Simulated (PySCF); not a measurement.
Excitation energy of Pr²⁺ by level of theory

Pr²⁺ [Xe] 4f3 (high-spin determinant) → Pr²⁺ [Xe] 4f2 5d1 (high-spin determinant), as a difference of total energies. All numbers are calculated (PySCF 2.14, scalar relativity by spin-free X2C-1e, in x2c-TZVPPall (11s7p7d4f2g, 113 functions)). Correlated levels: valence: [Kr] 4d10 frozen; valence and next inner shell: [Ar] 3d10 frozen. The calculations carry no spin-orbit coupling.

```json
{"method": "UHF", "excitation energy (eV)": "0.616"}
{"method": "MP2 (valence)", "excitation energy (eV)": "1.303"}
{"method": "SCS-MP2 (valence)", "excitation energy (eV)": "1.057"}
{"method": "MP2 (valence and next inner shell)", "excitation energy (eV)": "1.437"}
{"method": "SCS-MP2 (valence and next inner shell)", "excitation energy (eV)": "1.202"}
```

Q: How much does correlation contribute at MP2 (valence and next inner shell)?

A: 1.437 − (0.616) = 0.821 eV, measured against UHF.

The determinant of the lower state and of the upper state mixes LS terms, which raises its energy above the lowest term, most at the Hartree-Fock and MP2 levels.
